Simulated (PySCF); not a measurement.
trisilylphosphine (H9PSi3), SMILES P([SiH3])([SiH3])[SiH3].

The structure is a stationary point at PBE0-D3(BJ)/def2-SVP.

All values below come from PySCF with PBE0-D3(BJ)/def2-SVP.

Frequencies are harmonic and unscaled.

Modes within 1.5 cm⁻¹ of each other (mostly degenerate sets) share a row, with their intensities summed.

Computed vibrational spectrum:
```json
[
 {"mode": "1", "ν (cm⁻¹)": "56", "IR (km/mol)": "0.0", "Raman (Å⁴/amu)": "0.0", "depolarisation": "–", "moving atoms (share of kinetic energy)": "H 99 %"},
 {"mode": "2–3", "ν (cm⁻¹)": "102", "IR (km/mol)": "0.5", "Raman (Å⁴/amu)": "1.2", "depolarisation": "0.75", "moving atoms (share of kinetic energy)": "H 63 %, Si 30 %"},
 {"mode": "4–5", "ν (cm⁻¹)": "124", "IR (km/mol)": "0.8", "Raman (Å⁴/amu)": "3.0", "depolarisation": "0.75", "moving atoms (share of kinetic energy)": "H 55 %, Si 41 %"},
 {"mode": "6", "ν (cm⁻¹)": "131", "IR (km/mol)": "0.2", "Raman (Å⁴/amu)": "1.6", "depolarisation": "0.15", "moving atoms (share of kinetic energy)": "Si 50 %, P 31 %, H 19 %"},
 {"mode": "7", "ν (cm⁻¹)": "411", "IR (km/mol)": "0.5", "Raman (Å⁴/amu)": "28.6", "depolarisation": "0.03", "moving atoms (share of kinetic energy)": "Si 55 %, P 32 %, H 13 %"},
 {"mode": "8–9", "ν (cm⁻¹)": "463", "IR (km/mol)": "30.1", "Raman (Å⁴/amu)": "15.5", "depolarisation": "0.75", "moving atoms (share of kinetic energy)": "Si 45 %, P 42 %, H 13 %"},
 {"mode": "10", "ν (cm⁻¹)": "523", "IR (km/mol)": "0.0", "Raman (Å⁴/amu)": "0.0", "depolarisation": "–", "moving atoms (share of kinetic energy)": "H 92 %, Si 8 %"},
 {"mode": "11–12", "ν (cm⁻¹)": "563", "IR (km/mol)": "31.8", "Raman (Å⁴/amu)": "3.9", "depolarisation": "0.75", "moving atoms (share of kinetic energy)": "H 88 %, Si 8 %"},
 {"mode": "13", "ν (cm⁻¹)": "628", "IR (km/mol)": "16.6", "Raman (Å⁴/amu)": "21.7", "depolarisation": "0.50", "moving atoms (share of kinetic energy)": "H 78 %, P 12 %, Si 10 %"},
 {"mode": "14–15", "ν (cm⁻¹)": "630", "IR (km/mol)": "6.7", "Raman (Å⁴/amu)": "34.9", "depolarisation": "0.75", "moving atoms (share of kinetic energy)": "H 78 %, Si 13 %, P 9 %"},
 {"mode": "16–17", "ν (cm⁻¹)": "873", "IR (km/mol)": "824.1", "Raman (Å⁴/amu)": "44.0", "depolarisation": "0.75", "moving atoms (share of kinetic energy)": "H 93 %"},
 {"mode": "18", "ν (cm⁻¹)": "919", "IR (km/mol)": "0.9", "Raman (Å⁴/amu)": "5.5", "depolarisation": "0.09", "moving atoms (share of kinetic energy)": "H 94 %"},
 {"mode": "19–20", "ν (cm⁻¹)": "923", "IR (km/mol)": "2.5", "Raman (Å⁴/amu)": "61.9", "depolarisation": "0.75", "moving atoms (share of kinetic energy)": "H 97 %"},
 {"mode": "21", "ν (cm⁻¹)": "934", "IR (km/mol)": "0.0", "Raman (Å⁴/amu)": "0.0", "depolarisation": "–", "moving atoms (share of kinetic energy)": "H 97 %"},
 {"mode": "22", "ν (cm⁻¹)": "937", "IR (km/mol)": "148.3", "Raman (Å⁴/amu)": "0.6", "depolarisation": "0.64", "moving atoms (share of kinetic energy)": "H 94 %"},
 {"mode": "23–24", "ν (cm⁻¹)": "940", "IR (km/mol)": "121.2", "Raman (Å⁴/amu)": "74.6", "depolarisation": "0.75", "moving atoms (share of kinetic energy)": "H 97 %"},
 {"mode": "25–26", "ν (cm⁻¹)": "2210", "IR (km/mol)": "36.2", "Raman (Å⁴/amu)": "20.1", "depolarisation": "0.75", "moving atoms (share of kinetic energy)": "H 98 %"},
 {"mode": "27", "ν (cm⁻¹)": "2217", "IR (km/mol)": "154.1", "Raman (Å⁴/amu)": "392.9", "depolarisation": "0.06", "moving atoms (share of kinetic energy)": "H 97 %"},
 {"mode": "28–29", "ν (cm⁻¹)": "2234", "IR (km/mol)": "147.2", "Raman (Å⁴/amu)": "34.4", "depolarisation": "0.75", "moving atoms (share of kinetic energy)": "H 97 %"},
 {"mode": "30", "ν (cm⁻¹)": "2238", "IR (km/mol)": "53.5", "Raman (Å⁴/amu)": "519.8", "depolarisation": "0.14", "moving atoms (share of kinetic energy)": "H 97 %"},
 {"mode": "31", "ν (cm⁻¹)": "2241", "IR (km/mol)": "0.1", "Raman (Å⁴/amu)": "0.6", "depolarisation": "0.12", "moving atoms (share of kinetic energy)": "H 96 %"},
 {"mode": "32–33", "ν (cm⁻¹)": "2244", "IR (km/mol)": "274.9", "Raman (Å⁴/amu)": "402.3", "depolarisation": "0.75", "moving atoms (share of kinetic energy)": "H 96 %"}
]
```
